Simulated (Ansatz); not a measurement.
`[CH2]B(C)S` radical at its PBE0-D4/def2-TZVP geometry, where that method's forces vanish. Total charge 0; spin multiplicity 2.

```xyz
10

C    -0.9281   -0.2059    1.3609
B    -0.3582    0.0039   -0.0393
C     1.1843    0.0825   -0.3170
S    -1.5977    0.1316   -1.3436
H    -0.2906   -0.2962    2.2365
H    -1.9913   -0.2775    1.5722
H     1.6380   -0.8966   -0.1215
H     1.6668    0.7783    0.3773
H     1.4531    0.3733   -1.3337
H    -0.7763    0.3066   -2.3917
```

**Question.** What forces (eV/Å) does r2SCAN-D4/def2-TZVPP give on these atoms in Ansatz 0.2.0? (Estimate.)

**Answer.** The calculation gave: 
```
C1  -0.031 -0.010  0.058
B2   0.083 -0.003  0.043
C3   0.001  0.016 -0.028
S4  -0.092  0.005 -0.069
H5  -0.008  0.001 -0.009
H6   0.015  0.000  0.004
H7   0.007  0.019  0.005
H8   0.005 -0.022 -0.003
H9   0.010 -0.010  0.019
H10  0.009  0.003 -0.019
```
